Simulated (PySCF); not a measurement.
F3H3SiSn, SMILES [F][Sn]([F])([F])[SiH3]. Atoms are numbered in the order given.

```xyz
8

F      1.5333     0.8853    -1.0626
Sn     0.0000     0.0000    -0.2474
F     -1.5333     0.8853    -1.0626
F      0.0000    -1.7706    -1.0626
Si     0.0000     0.0000     2.3394
H      0.0000     1.4347     2.7701
H      1.2425    -0.7173     2.7701
H     -1.2425    -0.7173     2.7701
```
Charge 0, spin multiplicity 1.

Geometry: PBE-D3(BJ)/def2-SVP. The structure was generated by enumeration; whether it is a known compound was not checked. The def2 effective core potentials stand for the cores of Sn; spin–orbit coupling is left out.

Computed with PBE-D3(BJ)/def2-SVP in PySCF.

Frequencies are harmonic and unscaled.

Modes within 1.5 cm⁻¹ of each other (mostly degenerate sets) share a row, with their intensities summed.

Problem. Give all harmonic wavenumbers and intensities. (Estimate from the structure and the level; the computed values follow.)

Solution. 
| mode | ν (cm⁻¹) | IR (km/mol) | moving atoms (share of kinetic energy) |
|---|---|---|---|
| 1 | 43 | 0.0 | H 97 % |
| 2–3 | 78 | 3.8 | F 57 %, Si 22 %, Sn 13 % |
| 4–5 | 160 | 22.0 | F 89 %, Sn 11 % |
| 6 | 182 | 49.6 | F 78 %, Sn 13 %, Si 9 % |
| 7 | 292 | 1.4 | Si 68 %, Sn 20 % |
| 8–9 | 480 | 4.3 | H 90 %, Si 9 % |
| 10 | 606 | 80.9 | F 89 %, Sn 9 % |
| 11–12 | 623 | 107.1 | F 83 %, Sn 17 % |
| 13 | 796 | 201.0 | H 90 %, Si 9 % |
| 14–15 | 889 | 70.9 | H 97 % |
| 16 | 2183 | 19.6 | H 99 % |
| 17–18 | 2215 | 69.3 | H 95 % |
